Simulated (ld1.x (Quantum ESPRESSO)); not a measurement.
# How hard is this Zr RRKJ potential?

ld1.x (Quantum ESPRESSO) 7.5 input, shortened:

```
&input
   title='Zr', zed=40., rel=1, dft='PZ', iswitch=3,
   config='[Kr] 4d2 4f-2 5s1.5 5p0.5'
 /
 &inputp
   pseudotype=2, tm=.false., lloc=1,
   nlcc=.false.
 /
4
4S  1  0   2.00   0.00  2.05  2.05  0.0
4D  3  2   2.00   0.00  2.05  2.05  0.0
4F  4  3  -2.00  -0.05  2.00  2.00  0.0
4P  2  1   6.00   0.00  2.20  2.20  0.0
 &test
   configts(1)='4s2 4p6 4d2 5s1.5 5p0.5'
 /
```

Occupied shells without a wave of their own: 5p, 5s. They enter only through the test configuration that unscreens the potential.

The pseudo-atom Hamiltonian at the reference potential is diagonalised in spherical Bessel functions j_l(qr) that vanish at 20 bohr, with q² up to the cutoff. All-electron valence levels (Ry): 4s -4.0532, 5s -0.3662, 4d -0.3148, 4p -2.4351, 5p -0.1372.

Question: How do the lowest levels (Ry) of each channel move with the cutoff, and are there ghosts?

Answer:

```tsv
cutoff (Ry)	s #1	s #2	s #3	d #1	d #2	f #1	p #1	p #2	Σ f·Δε (mRy)
8	-4.0211	-0.3998	-0.0202	-0.1423	0.0440	0.0896	-2.1213	-0.1098	2322.6
12	-4.0251	-0.4083	-0.0217	-0.2292	0.0382	0.0895	-2.3616	-0.1317	674.9
18	-4.0454	-0.4085	-0.0218	-0.2940	0.0352	0.0895	-2.4305	-0.1417	85.9
30	-4.0530	-0.4089	-0.0218	-0.3144	0.0343	0.0895	-2.4348	-0.1431	2.8
40	-4.0531	-0.4089	-0.0218	-0.3149	0.0343	0.0895	-2.4350	-0.1431	0.6
50	-4.0532	-0.4089	-0.0218	-0.3149	0.0343	0.0895	-2.4351	-0.1431	0.1
400	-4.0532	-0.4089	-0.0218	-0.3149	0.0343	0.0895	-2.4351	-0.1431	0.0
```

Result: no extra level below or beside the all-electron valence levels (s, d, f, p tested); 10 mRy is reached at 30 Ry and 1 mRy at 40 Ry.

The potential misses its own reference levels by up to 0.6 eV. Its largest configuration-test error is -2174 meV.
